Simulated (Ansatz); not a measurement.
`CO[Si](S)(Cl)Cl` + H–F → `CO[Si](F)(S)Cl` + HCl  (ligand exchange at the Si–Cl bond)

Computed with Ansatz on PBE0-D4/def2-TZVP structures; ΔE is electronic, products minus reactants. CBS: MP2 limit from def2 TZ/QZ plus the TZ coupled-cluster correction, frozen cores. This one scheme is used for every species. Functionals use def2-TZVPP. B3LYP here is the variant with VWN-RPA as its local correlation; programs differ in this. Each species was taken in one conformer, which may not be the lowest.

```csv
level,ΔE (kJ/mol),difference from CCSD(T)/CBS
PBE-D4,-42.3,5.8
r2SCAN-D4,-53.1,-5.0
PBE0-D4,-43.2,4.9
B3LYP-D4,-52.2,-4.1
ωB97X-V,-52.6,-4.5
ωB97M-V,-51.3,-3.2
B2PLYP,-56.2,-8.1
PBE,-47.1,1.0
r2SCAN,-54.2,-6.1
PBE0,-47.6,0.5
B3LYP,-60.2,-12.1
HF/def2-TZVPP,-68.7,-20.6
MP2/def2-TZVPP,-44.9,3.2
SCS-MP2/def2-TZVPP,-52.0,-3.9
CCSD/def2-TZVPP,-56.7,-8.6
CCSD(T)/def2-TZVPP,-53.3,-5.2
HF/def2-QZVPP,-70.8,-22.7
MP2/def2-QZVPP,-42.6,5.5
SCS-MP2/def2-QZVPP,-49.9,-1.8
HF/CBS(def2),-71.1,-23.0
MP2/CBS(def2),-39.7,8.4
CCSD/CBS(def2),-51.5,-3.4
CCSD(T)/CBS,-48.1,0
```

Largest T1 diagnostic among the species: 0.011.

The D4 term adds +8.1 kJ/mol with B3LYP and +4.4 kJ/mol with PBE0; it sums over pairs of atoms, weighted by their polarisabilities, and B3LYP, whose exchange is more repulsive, gets the larger term. In def2-TZVPP, CCSD(T) changes the Hartree–Fock value by +15.4 kJ/mol (the triples alone add +3.4 kJ/mol) and MP2 by +23.8 kJ/mol.
